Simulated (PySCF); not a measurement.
SnI₂, SMILES [I][Sn][I] (connectivity only; charge and spin as stated), neutral, multiplicity 1.

Geometry: B3LYP-D3(BJ)/def2-SVP. The isomer is the one that the SMILES or the coordinates give; other isomers of the formula were not compared. The def2 effective core potentials stand for the cores of I, Sn; spin–orbit coupling is left out.

Level of theory: TDDFT-PBE/def2-SVPD run with PySCF.

Vertical excitations. Isolated molecule, no solvent. State labels are in the subgroup C2v.

List the lowest excited states. (The exact figures need the calculation; the answer reports its results.)


```tsv
state	symmetry	energy (eV)	λ (nm)	f	main pairs
S1	A2	2.34	529	0.000	HOMO→LUMO 100 %
S2	B1	2.50	495	0.001	HOMO−1→LUMO 98 %
S3	B2	2.98	416	0.040	HOMO−2→LUMO 93 %
S4	B1	3.47	358	0.005	HOMO−4→LUMO 97 %
S5	A1	3.52	352	0.010	HOMO−3→LUMO 92 %
S6	A2	4.16	298	0.000	HOMO−5→LUMO 99 %
S7	B2	4.19	296	0.022	HOMO→LUMO+1 86 %
S8	A1	4.22	294	0.021	HOMO−1→LUMO+1 80 %, HOMO→LUMO+2 15 %
S9	A2	4.32	287	0.000	HOMO−2→LUMO+1 99 %
S10	A1	4.40	282	0.024	HOMO→LUMO+2 84 %
T1	B1	2.13	581	0	HOMO−1→LUMO 98 %
T2	A2	2.24	554	0	HOMO→LUMO 100 %
T3	B2	2.44	507	0	HOMO−2→LUMO 100 %
T4	A1	2.75	451	0	HOMO−3→LUMO 100 %
```
Triplets are in the Tamm–Dancoff approximation, which puts them higher than full response would, so one can lie above its singlet here.
